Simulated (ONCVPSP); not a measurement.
## Building the ONCV potential for potassium (LDA (Perdew-Wang 92), scalar-relativistic).

- Element: K (Z = 19)
- Generator: ONCVPSP 4.0.1
- Type: optimised norm-conserving Vanderbilt (ONCV)
- Functional: LDA (Perdew-Wang 92)
- Relativity: scalar-relativistic
- Frozen core: [Ne]
- Valence charge: 9
- Reference configuration: 3s2 3p6 4s1
- Partial waves: 3s+4s: rc 2.50 bohr, ncon 5, nbas 9, qcut 5.6 1/bohr, 2 projectors; 3p: rc 2.10 bohr, ncon 4, nbas 7, qcut 7.2 1/bohr, 3 projectors, debl 3.8 Ha; d scattering state at 0.31 Ha: rc 1.90 bohr, ncon 4, nbas 8, qcut 4.9 1/bohr, 2 projectors, debl 1.4 Ha
- Local potential: polynomial inside 1.80 bohr (lpopt 3, dvloc0 0 Ha)
- Core correction: none

All-electron outer shells of the reference configuration (LDA (PZ), scalar-relativistic, ld1.x):

```
shell  level (eV)  outermost node (bohr)  outermost maximum (bohr)
   2p     -280.03                      –                      0.26
   3s      -35.18                   0.48                      1.07
   3p      -18.83                   0.45                      1.15
   4s       -2.43                   1.59                      4.03
```

Calculated quality:

```json
{
 "Cutoffs needed": "13 Ha and 16 Ha (the cutoffs (Ha) at which the residual kinetic energy of the hardest occupied pseudo-wave falls to 1 and 0.1 mHa per electron) The cutoffs count occupied waves only; projector 1 of the d channel, the hardest unoccupied one, needs 39 Ha at the loose tolerance.",
 "Ghost test": "no bound ghost flagged; no localised positive-energy state flagged",
 "Largest excitation error": "+13 meV (all-electron minus pseudo) for 3s2 3p5 4s1, out of 4 test configurations"
}
```

Generation and tests took about 4.9 s on one core of a shared server CPU.
